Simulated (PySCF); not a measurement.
Compound: C6H10N2.
SMILES: `CCc1ccn(C)n1`

The closed-shell SCF was solved with PySCF and density fitting under several settings on one GFN2-xTB geometry (grid level 2 and gas phase unless stated).

```tsv
settings	basis functions	SCF cycles	E (Eh)	HOMO (eV)	LUMO (eV)	dipole (D)
PBE0/pcSseg-1	186	14	-343.6987	-6.78	0.68	2.09
PBE0/def2-SVPD	240	14	-343.5133	-6.82	0.56	2.03
OPBE/cc-pVDZ, grid level 4, fitting basis def2-qzvpp-jkfit	162	11	-344.0417	-5.49	0.00	1.91
```

Question: Estimate the row for these settings: mPW1PW91/IGLO-II, fitting basis def2-universal-jkfit.

Answer: 
```
                                            settings  basis functions  SCF cycles     E (Eh)  HOMO (eV)  LUMO (eV)  dipole (D)
mPW1PW91/IGLO-II, fitting basis def2-universal-jkfit              236          11  -344.1494      -6.77       0.66        2.06
```

Question: Over all rows, what range does the HOMO–LUMO gap span?

Answer: From 5.49 eV (OPBE/cc-pVDZ, grid level 4, fitting basis def2-qzvpp-jkfit) to 7.46 eV (PBE0/pcSseg-1). The functional of the narrowest has no exact exchange, that of the widest 25 % exact exchange.

Question: Compare two rows with the functional PBE0: PBE0/pcSseg-1 and PBE0/def2-SVPD. Which energy is lower, and by how much?

Answer: PBE0/pcSseg-1 (186 functions) lies 0.1854 Eh or 116 kcal/mol below PBE0/def2-SVPD (240 functions). The smaller set gives the lower energy; the two sets aren't nested, so the variational bound doesn't order them by size.

Whole jobs, the steps after the SCF included, on an Arm Neoverse V1 with one thread, no GPU, shared host:

| settings | work after the SCF | wall time | peak memory |
| --- | --- | --- | --- |
| PBE0/pcSseg-1 | shieldings, ring-centre shieldings, charges and field gradients | 24 s | 0.82 GiB |
| PBE0/def2-SVPD | 6 singlets by full TDDFT, 2 Tamm–Dancoff triplets, polarisability | 41 s | 0.97 GiB |
| OPBE/cc-pVDZ, grid level 4, fitting basis def2-qzvpp-jkfit | shieldings, ring-centre shieldings, charges and field gradients | 55 s | 0.63 GiB |
| mPW1PW91/IGLO-II, fitting basis def2-universal-jkfit | 25 singlets by full TDDFT, polarisability | 65 s | 0.96 GiB |

Cycle counts include a coarse-grid stage where the run had one.

Shape of the structure used: `[CH3:1][CH2:2][c:3]1[cH:4][cH:5][n:6]([CH3:7])[n:8]1`: C1–C2–C3–C4 80°.

One conformer stands for the species.
